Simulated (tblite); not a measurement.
Compound: C4H6BrNSi.
Numbering: `[SiH3:1][n:2]1[cH:3][cH:4][c:5]([Br:6])[cH:7]1` (hydrogens: H8, H9, H10 on Si1; H11 on C3; H12 on C4; H13 on C7)

Computed with GFN2-xTB (tblite), gas phase: L-BFGS steps from a force-field or distance-geometry start until the largest atomic force falls under 0.01 eV/Å.

The end geometry, which sets the zero of energy:
```
atom  x, y, z in Å
Si1    -2.1259    0.2128    0.1103
N2     -0.3861    0.0070   -0.0089
C3      0.2978   -1.1778    0.0388
C4      1.6378   -0.9479   -0.0283
C5      1.7820    0.4566   -0.1171
Br6     3.4090    1.3983   -0.2482
C7      0.5365    1.0111   -0.1016
H8     -2.4335    1.3986   -0.6831
H9     -2.6890   -1.0152   -0.4417
H10    -2.4759    0.3932    1.5198
H11    -0.2307   -2.1068    0.1152
H12     2.4295   -1.6697   -0.0206
H13     0.2441    2.0401   -0.1523
```

**Question.** These geometries come from the run, each turned onto the end geometry. Order them by energy, lowest first.
A.
```
atom  x, y, z in Å
Si1    -2.1281    0.2105    0.1055
N2     -0.3838    0.0111    0.0008
C3      0.3030   -1.1724    0.0431
C4      1.6437   -0.9422   -0.0282
C5      1.7897    0.4595   -0.1205
Br6     3.4264    1.3780   -0.2613
C7      0.5434    1.0101   -0.0938
H8     -2.4645    1.3918   -0.6900
H9     -2.7203   -1.0061   -0.4519
H10    -2.4948    0.3892    1.5153
H11    -0.2150   -2.1056    0.1275
H12     2.4401   -1.6587   -0.0279
H13     0.2557    2.0353   -0.1363
```
B.
```
atom  x, y, z in Å
Si1    -2.1195    0.2076    0.0984
N2     -0.3663    0.0065    0.0045
C3      0.3204   -1.1823    0.0500
C4      1.6547   -0.9485   -0.0341
C5      1.7960    0.4672   -0.1188
Br6     3.4436    1.3659   -0.2639
C7      0.5528    1.0265   -0.0954
H8     -2.4994    1.3868   -0.6817
H9     -2.7569   -0.9933   -0.4463
H10    -2.5156    0.3895    1.4984
H11    -0.2077   -2.1181    0.1309
H12     2.4466   -1.6661   -0.0280
H13     0.2469    2.0586   -0.1317
```
C.
```
atom  x, y, z in Å
Si1    -2.0875    0.2022    0.0940
N2     -0.3507    0.0125    0.0037
C3      0.3194   -1.1988    0.0555
C4      1.6638   -0.9256   -0.0410
C5      1.8007    0.4646   -0.1159
Br6     3.4363    1.3589   -0.2634
C7      0.5523    1.0397   -0.0976
H8     -2.5118    1.3998   -0.6886
H9     -2.7722   -1.0034   -0.4507
H10    -2.5260    0.3921    1.5119
H11    -0.2196   -2.1407    0.1328
H12     2.4497   -1.6771   -0.0269
H13     0.2411    2.0762   -0.1315
```
D.
```
atom  x, y, z in Å
Si1    -2.1310    0.2126    0.1095
N2     -0.3856    0.0086   -0.0015
C3      0.2987   -1.1768    0.0423
C4      1.6379   -0.9459   -0.0282
C5      1.7844    0.4574   -0.1190
Br6     3.4150    1.3863   -0.2596
C7      0.5402    1.0115   -0.0953
H8     -2.4442    1.3949   -0.6939
H9     -2.6985   -1.0134   -0.4542
H10    -2.4827    0.3890    1.5236
H11    -0.2263   -2.1062    0.1254
H12     2.4339   -1.6585   -0.0267
H13     0.2537    2.0410   -0.1402
```
E.
```
atom  x, y, z in Å
Si1    -2.1281    0.2091    0.1016
N2     -0.3812    0.0109    0.0035
C3      0.3094   -1.1720    0.0454
C4      1.6506   -0.9422   -0.0299
C5      1.7941    0.4592   -0.1205
Br6     3.4400    1.3720   -0.2631
C7      0.5459    1.0126   -0.0934
H8     -2.4837    1.3853   -0.6830
H9     -2.7399   -0.9951   -0.4473
H10    -2.5055    0.3888    1.5014
H11    -0.2058   -2.1062    0.1292
H12     2.4465   -1.6622   -0.0284
H13     0.2534    2.0403   -0.1332
```

**Answer.** D (0.002 eV), A (0.006 eV), E (0.012 eV), B (0.029 eV), C (0.123 eV).

In the order of the answer:

| step | E above end (eV) | largest force (eV/Å) | rms force component (eV/Å) | rms distance from end (Å) | rms bond change (Å) | bond most changed (Å) |
| --- | --- | --- | --- | --- | --- | --- |
| 9 | 0.002 | 0.12 | 0.038 | 0.011 | 0.003 | Si1–N2 +0.005 |
| 7 | 0.006 | 0.22 | 0.057 | 0.020 | 0.003 | C7–H13 -0.005 |
| 5 | 0.012 | 0.14 | 0.055 | 0.030 | 0.002 | Si1–N2 +0.005 |
| 2 | 0.029 | 0.41 | 0.138 | 0.038 | 0.006 | Si1–N2 +0.011 |
| 0 | 0.123 | 1.40 | 0.423 | 0.048 | 0.019 | Si1–H10 +0.033 |

The cost below is that of the whole relaxation. Time: 0.13 s of wall time. Hardware: one thread of an Arm Neoverse V2, no GPU, shared host.
